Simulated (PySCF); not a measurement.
# How methods differ on the excitation energy of Ir

Ir [Xe] 4f14 5d7 6s2 (4F) → Ir [Xe] 4f14 5d9 (2D), as a difference of total energies. Calculation: PySCF 2.14, in aug-cc-pVTZ-PP with ECP60MDF; a scalar-relativistic core potential. The calculations carry no spin-orbit coupling.

| method | excitation energy (eV) |
| --- | --- |
| LDA | 1.776 |
| PBE | 1.829 |

The Hartree-Fock determinant of the upper state isn't an eigenfunction of L²: it has lost the atom's symmetry, so its energy isn't that of a pure term.
